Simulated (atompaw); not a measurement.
**rhenium (Re): one change to a PAW (atompaw) potential, before and after**

rhenium, PAW, made with atompaw 4.2.0.5 (LDA (PW92), scalar-relativistic). Core [Xe] 4f14, reference 5d5 6s2 6p0. Waves: 6s (bound): rc 2.40 bohr; 6s channel at 2.85 Ry: rc 2.40 bohr; 6p (bound, empty): rc 2.90 bohr; 6p channel at 4.05 Ry: rc 2.90 bohr; 5d (bound): rc 1.50 bohr; 5d channel at 0.4 Ry: rc 2.90 bohr. Local part: bessel scheme, radius 2.40 bohr. Core correction: smooth core density matched at 2.20 bohr. Augmentation charge: besselshape compensation charge, radius 2.45 bohr; PAW radius 2.90 bohr; waves and projectors: custom rrkj gramschmidtortho.

All-electron outer shells of the reference configuration (LDA (PW92), scalar-relativistic, ld1.x):

| shell | level (eV) | outermost node (bohr) | outermost maximum (bohr) |
| --- | --- | --- | --- |
| 5p | -47.21 | 0.56 | 1.06 |
| 4f | -42.59 | – | 0.41 |
| 6s | -6.15 | 1.24 | 2.54 |
| 5d | -5.57 | 0.62 | 1.43 |
| 6p | -1.43 | 1.48 | 3.61 |

Change: all radii scaled by about 0.95 (s 2.28, p 2.76, d 1.42 bohr); local potential bessel scheme, radius 2.28 bohr; augmentation besselshape compensation charge, radius 2.34 bohr; PAW radius 2.76 bohr; waves and projectors: custom rrkj gramschmidtortho; core correction smooth core density matched at 2.10 bohr.

Cutoffs: the cutoffs (Ry, on a coarse ladder) from which the occupation-weighted sum of valence levels, in a spherical-Bessel basis at the reference potential, stays within 10 and 1 mRy of its value at 400 Ry; they do not see the model core or the augmentation charge, which bear on the density cutoff.

**Question.** What does the change do?

**Answer.** The potential gets neither clearly harder nor softer (40 Ry and 70 Ry → 45 Ry and 60 Ry); neither file shows a bound ghost.

```csv
quantity,base,changed
"cutoff, loose",40 Ry,45 Ry
"cutoff, tight",70 Ry,60 Ry
bound ghosts,none,none
lowest overlap eigenvalue by channel,"s 0.67, p 0.91, d 0.27","s 0.64, p 0.87, d 0.57"
```

 The cutoffs see the waves, projectors and local potential, not the compensation charge or the core.
